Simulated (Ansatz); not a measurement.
## Energy profile

The step: Si₄H₉ClO₃ ([SiH3][O][Si]([Cl])([O][SiH3])[O][SiH3]) + H₂O → Si₃H₇ClO₃ ([OH][Si]([Cl])([O][SiH3])[O][SiH3]) + SiH₄O ([OH][SiH3]); bonds formed: Si1–O10, O2–H9; bonds broken: Si1–O2, H9–O10 (atoms numbered as in the saddle structure below).

```xyz
20
angstrom
Si 0.5571 -0.7141 0.2255
O 0.7311 1.0640 -0.3151
Si -0.2581 1.9424 -1.3160
O 0.3200 -0.3008 1.7764
Si 0.1410 1.1020 2.6169
O -0.7069 -0.9261 -0.7735
Si -1.6549 -2.1758 -1.2954
Cl 0.9872 -2.7736 0.6127
H 1.9178 0.5661 -0.5103
O 2.2018 -0.5207 -0.4600
H -0.2438 1.3929 -2.6951
H 0.2803 3.3262 -1.3399
H -1.6384 1.9494 -0.7798
H -0.9378 1.9447 2.0415
H 1.4143 1.8678 2.6213
H -0.2135 0.7292 4.0068
H -2.7242 -1.5496 -2.1115
H -0.8699 -3.1086 -2.1380
H -2.2598 -2.8959 -0.1502
H 2.9566 -0.9191 -0.0163
```

Electronic energies by CCSD(T) at an estimated basis limit (MP2 extrapolated from triple and quadruple zeta, plus CCSD(T) − MP2 in triple zeta), on PBE0-D4/def2-TZVP structures; Si$_{4}$H$_{11}$ClO$_{4}$, singlet; no counterpoise correction. Ansatz 0.2.0; basis: def2-TZVPP and def2-QZVPP; cores frozen in the correlated methods. Extrapolation: Hartree–Fock as exp(−7.88 √X), correlation as X^−2.97.

(1) Give the profile in kJ/mol, counted from the separated reactants. (Judge from chemistry; the value comes from the calculation.)

T1 diagnostic: at most 0.012.

## Answers

(1) The calculation gives:
| point | kJ/mol |
| --- | --- |
| separated: Si$_{4}$H$_{9}$ClO$_{3}$ (linked as [SiH3][O][Si]([Cl])([O][SiH3])[O][SiH3]; Si1, O2, Si3, O4, Si5, O6, Si7, Cl8, H11, H12, H13, H14, H15, H16, H17, H18, H19; singlet) + H$_{2}$O (H9, O10, H20; singlet) | 0.0 |
| start structure | -23.7 |
| saddle | 110.7 |
| end structure | -4.3 |

For scale, one of the runs: CCSD(T)/def2-TZVPP, 488 basis functions, launched by `ansatz run in.yaml --threads 4 --pin off --events-out ev --progress --plain --max-ram 66560MiB --backend cuda --devices 0, --max-vram 37GiB`. Hardware: 4 CPU threads of an AMD EPYC 7R13 and a share of one NVIDIA H100, shared host. Wall time 66 s; peak host memory 1.3 GiB.
